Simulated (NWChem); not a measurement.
Species: C₃ClF₃; SMILES C(F)(F)=C=C(Cl)F

Computed with NWChem. Geometry: optimised at B3LYP/6-31G* (spherical d). Level: PBE/def2-SVP with SMD (1 M gas to 1 M solution), gas-phase geometry.

```
solvent        dielectric constant  solvation free energy (kcal/mol)  cavity-dispersion-structure term (kcal/mol)  dipole in solution (D)
-------------  -------------------  --------------------------------  -------------------------------------------  ----------------------
water                         78.4                               4.1                                          5.0                    0.34
1-octanol                     9.86                               0.6                                          1.4                    0.33
acetone                       20.5                              -0.1                                          0.7                    0.33
ethyl acetate                 5.99                              -0.1                                          0.6                    0.32
diethyl ether                 4.24                               [?]                                          [?]                    0.32
```

What belongs in the gaps?


- diethyl ether, solvation free energy (kcal/mol): -0.6
- diethyl ether, cavity-dispersion-structure term (kcal/mol): 0.1
